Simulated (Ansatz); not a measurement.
Coupled-cluster diagnostics for Y3O3⁺, Ansatz.

Geometry of the singlet (r2SCAN-D4/def2-SVP):

```xyz
6

Y    -2.0979   -0.0362    0.5020
Y     0.8938    0.4576    1.2259
Y     0.2566   -0.4377   -1.5012
O    -0.3711   -1.2032    0.4821
O    -0.5882    1.1867   -0.2524
O     1.9068    0.0329   -0.4563
```

In the def2 sets Y takes a core potential; there is no spin–orbit coupling. Correlated methods freeze 3 core orbitals; core or outer-core shells of Y are correlated, in sets that lack core-valence functions. No other spin state of charge 1 was run. Another isomer (singlet) lies 0.68 eV lower at PBE0-D4/def2-TZVP; other spin states weren't run for this one.

(1) Estimate the CCSD(T) correlation energy, the shares of MP2 and (T), T1 and the reference's ⟨S²⟩ for: charge 1, singlet, own geometry in def2-SVP; and the rough time on 4 threads of Arm Neoverse V1 on a shared host.

Answers

(1) 
```json
{"state": "charge 1, singlet, own geometry", "basis": "def2-SVP", "correlation (eV)": "-31.724", "MP2 share (%)": "97.3", "(T) share (%)": "4.3", "T1": "0.027", "⟨S²⟩ (pure)": "0.00 (0.00)", "wall time": "62 s", "remarks": "restricted SCF unstable"}
```
Customary marks for T1 are 0.02 (closed shells), 0.045 (open shells) and about 0.05 (3d metals). T1 exceeds 0.02 in 1 of 1 rows and 0.045 in 0; the higher it lies, the less the single-reference result can be trusted.
